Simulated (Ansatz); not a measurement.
SbI3. Total charge 0; singlet. Geometry PBE-D4/def2-SVP; atoms count from 1.

Cartesian coordinates in Å:
```
Sb 0.8406 0.2498 0.3682
I 0.6922 -0.0299 -2.3786
I -1.2973 1.9427 0.8250
I -0.2355 -2.1627 1.1855
```

In the def2 sets I, Sb take a core potential; there is no spin–orbit coupling.

Question: Estimate the Mulliken populations from the PBE0/def2-TZVP orbitals of Ansatz.

Answer: 
```
atom  charge (e)
 Sb1        0.51
  I2       -0.17
  I3       -0.17
  I4       -0.17
```
Mulliken values depend strongly on the basis.

Question: And the Mayer bond orders between heavy atoms (over 0.3)?

Answer: Sb1–I2 1.10 (2.77 Å); Sb1–I3 1.10 (2.77 Å); Sb1–I4 1.10 (2.77 Å).
